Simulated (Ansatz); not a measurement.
Born–Oppenheimer molecular dynamics of B$_{3}$H$_{6}$N (10 atoms, charge 0, multiplicity 1). It starts from a relaxed structure.

Theory: RKS PBE0/6-31G* in Ansatz 0.2.0.

| Quantity | Value |
| --- | --- |
| ensemble | NVT, Langevin thermostat |
| time step | 1 fs |
| steps asked | 300 |
| set temperature | 500 K |
| friction | 0.01 /fs |
| seed | 133450 |

First frame:

```xyz
10
Properties=species:S:1:pos:R:3
B -1.036 0.389 -0.917
N 0.008 -0.005 0.000
B 0.361 -1.399 0.137
B 0.699 0.995 0.780
H -1.599 -0.451 -1.556
H -1.317 1.548 -1.019
H 1.228 -1.709 0.901
H -0.220 -2.215 -0.516
H 1.562 0.652 1.536
H 0.396 2.145 0.656
```

(1) How far do the bonds stretch over the last three quarters of this one trajectory? (Pairs bonded in most of those frames.)

Results:

(1) 
```json
{"bond": "B1–N2", "mean (Å)": "1.452", "spread (Å)": "0.042", "shortest": "1.36", "longest": "1.57"}
{"bond": "B1–H5", "mean (Å)": "1.204", "spread (Å)": "0.034", "shortest": "1.14", "longest": "1.27"}
{"bond": "B1–H6", "mean (Å)": "1.203", "spread (Å)": "0.027", "shortest": "1.15", "longest": "1.28"}
{"bond": "N2–B3", "mean (Å)": "1.455", "spread (Å)": "0.060", "shortest": "1.34", "longest": "1.57"}
{"bond": "N2–B4", "mean (Å)": "1.448", "spread (Å)": "0.040", "shortest": "1.34", "longest": "1.56"}
{"bond": "B3–H7", "mean (Å)": "1.206", "spread (Å)": "0.048", "shortest": "1.11", "longest": "1.30"}
{"bond": "B3–H8", "mean (Å)": "1.207", "spread (Å)": "0.049", "shortest": "1.09", "longest": "1.33"}
{"bond": "B4–H9", "mean (Å)": "1.207", "spread (Å)": "0.056", "shortest": "1.10", "longest": "1.33"}
{"bond": "B4–H10", "mean (Å)": "1.203", "spread (Å)": "0.033", "shortest": "1.13", "longest": "1.29"}
```

Mean temperature of the second half: 463 K. A run of 0.3 ps of so small a system gives no equilibrium averages.

Time of the run: 12 min on 1 thread of Arm Neoverse V1, on a shared host, peak memory 0.24 GiB.
